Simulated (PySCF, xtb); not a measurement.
GaH₂F, SMILES [GaH2][F].

Harmonic wavenumbers (cm⁻¹) from GFN2-xTB (xtb) at its own minimum, in rising order: 372, 402, 489, 632, 1725, 1727.

Q: What does B3LYP-D3(BJ)/def2-TZVP in PySCF give at its own minimum? (An estimate is asked for; the answer gives what the named calculation found.)

A: 518, 629, 651, 728, 2004, 2019. Paired by order, the mean absolute difference is 201 cm⁻¹ and the zero-point energies are 7.6 and 9.4 kcal/mol.
